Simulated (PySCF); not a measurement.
Unknown compound

The spectra below were simulated for a compound CH₁₃O₂PSi₄.

$^{1}$H NMR (400 MHz, computed): δ 5.31 (m, 1H), 5.25 (s, 3H), 5.21 (s, 3H), 4.25 (m, 1H), 0.89 (m, 2H), 0.40 (m, 3H).

$^{13}$C{$^{1}$H} NMR (computed): δ -5.1 (CH3).

Theoretical values (PySCF 2.14): GFN2-xTB structure, GIAO PBE0/pcSseg-1 shieldings. One averaged value for each set of equivalent atoms, non-relativistic Hamiltonian, one conformer, no solvent.

δ = σ(ref) − σ, references computed at the same level: $^{1}$H (σ = 31.72 ppm), $^{13}$C (σ = 186.93 ppm) vs TMS.

Q: What is the structure?

A: 
- Carbon types of the structure: 1 × CH3, leaving 10 H on heteroatoms.
- δC -5.1: methyl carbon bonded to Si; an electropositive neighbour leaves it electron-rich and shielded.
- δH 5.31: hydrogen on a silicon bonded to 2 O, Si.
- δH 5.25, 5.21: hydrogen on a silicon bonded to O.
- δH 4.25: hydrogen on a silicon bonded to C, P, Si.
- δH 0.89: hydrogen on a phosphorus bonded to Si.
- δH 0.40: hydrogen on a methyl carbon bonded to Si; an electropositive neighbour shields it, as in TMS itself.

These data were computed for SMILES C[Si@H](P)[SiH](O[SiH3])O[SiH3].

The shifts were computed for this structure.

Splittings by $^{31}$P in the carbon and heteronuclear signals aren't shown, as no couplings were computed. Shifts are as computed. Against solution values, carbons near 30 ppm lie about +3 ppm off and those near 130 ppm about +5 ppm. Of 1211 compounds with measured shifts, 218 miss one by over three times the rms of a fit or turn the order of signals round; such compounds aren't used in these exercises. No couplings were computed; multiplicities are counted from neighbouring protons, with m where these are inequivalent, close in shift, in a saturated or five-membered ring or joined by F or P, and br s for small geminal =CH2 splittings.
